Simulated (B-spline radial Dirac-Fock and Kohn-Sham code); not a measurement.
**How the binding energies of Bi³⁺ add up**

System: the Bi³⁺ ion, [Xe] 4f14 5d10 6s2, inside a Watson sphere of charge -3 and radius 1.8 Å (a model of the Madelung potential; inside it an electron's potential energy is raised by 24.0 eV); nuclear rms radius 5.5211 fm (A = 209).

Calculated with an atomic code on a B-spline grid, using Dirac-Fock energy differences between relaxed states, corrected for Breit and QED terms. Correlation energy is missing from these numbers. Energies are counted from the vacuum level.

All terms are in eV, carry their sign (relaxation lowers the binding energy) and add up to the binding energy; ⟨r⟩ is the mean radius of the orbital in the initial state.

```
  subshell  −ε (Koopmans)  relaxation    Breit  self-energy  vacuum polarisation  binding energy  ⟨r⟩ (bohr)
    K (1s)        91146.7      -95.38  -336.61      -227.66                49.43         90536.5       0.016
   L1 (2s)        16532.3      -56.96   -39.56       -34.84                 7.18         16408.2       0.066
L2 (2p1/2)        15854.6      -62.09   -65.48        -1.49                 0.54         15726.0       0.054
L3 (2p3/2)        13531.4      -57.71   -37.51        -2.94                -0.24         13433.0       0.063
   M1 (3s)         4066.8      -31.65    -7.42        -8.11                 1.64          4021.3       0.171
M2 (3p1/2)         3762.2      -32.99   -12.69        -0.52                 0.13          3716.1       0.162
M3 (3p3/2)         3235.6      -30.57    -6.71        -0.74                -0.07          3197.5       0.178
M4 (3d3/2)         2742.4      -33.84    -5.54         0.57                -0.08          2703.5       0.155
M5 (3d5/2)         2631.7      -33.01    -3.56         0.27                -0.07          2595.4       0.160
   N1 (4s)          976.7      -13.31    -1.55        -2.05                 0.42           960.2       0.377
N2 (4p1/2)          843.2      -13.32    -2.74        -0.09                 0.03           827.1       0.378
N3 (4p3/2)          711.8      -11.97    -1.22        -0.14                -0.02           698.4       0.411
N4 (4d3/2)          494.8      -11.93    -0.77         0.16                -0.02           482.2       0.415
N5 (4d5/2)          470.0      -11.51    -0.33         0.10                -0.02           458.2       0.426
N6 (4f5/2)          186.7      -11.61     0.15         0.13                -0.02           175.4       0.436
N7 (4f7/2)          181.0      -11.38     0.33         0.11                -0.02           170.1       0.442
   O1 (5s)          186.1       -3.57    -0.26        -0.41                 0.08           181.9       0.841
O2 (5p1/2)          137.7       -3.27    -0.44         0.01                 0.00           134.0       0.896
O3 (5p3/2)          112.3       -2.70    -0.15         0.00                -0.01           109.4       0.980
O4 (5d3/2)          41.73       -1.94    -0.03         0.04                -0.01           39.80       1.186
O5 (5d5/2)          38.52       -1.77     0.02         0.03                -0.01           36.80       1.227
   P1 (6s)          19.13       -0.32    -0.03        -0.06                 0.01           18.73       2.084
```

For the deepest level, K (1s), the Breit terms make up -0.372 % of the binding energy, QED -0.197 % and orbital relaxation -0.105 %.

Spin-orbit splittings: 2p 2293.0 eV, 3p 518.7 eV, 3d 108.1 eV, 4p 128.7 eV, 4d 24.01 eV, 4f 5.29 eV, 5p 24.51 eV, 5d 3.00 eV.
